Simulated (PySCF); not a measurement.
Correlation energy of Si⁺ (silicon, charge +1)

[Ne] 3s2 3p1, 2P determinant. Calculation: PySCF 2.14, in def2-TZVP (5s5p2d1f, 37 functions); the non-relativistic Hamiltonian (point nucleus). Frozen: [Ne]; 3 electrons correlated.

MP2 pair energies summed by pair of shells (mhartree):

| pair | energy | share (%) |
| --- | --- | --- |
| 3s-3s | -22.43 | 55.6 |
| 3s-3p | -17.90 | 44.4 |

Total MP2 correlation energy: -40.33 mhartree.

Same-spin part -2.62 and opposite-spin part -37.72 mhartree; SCS-MP2 scales them by 1/3 and 6/5 to -46.13 mhartree.

```
  level  correlation energy (mhartree)
   CCSD                         -57.84
    (T)                          -1.05
CCSD(T)                         -58.89
```

Diagnostics: T1 = 0.014, D1 = 0.0323, largest double amplitude 0.106.

Task: Is a single reference adequate?

Result: Mostly. T1 lies below 0.03, but a double amplitude of this size points to a near-degeneracy that CCSD handles and MP2 describes poorly.
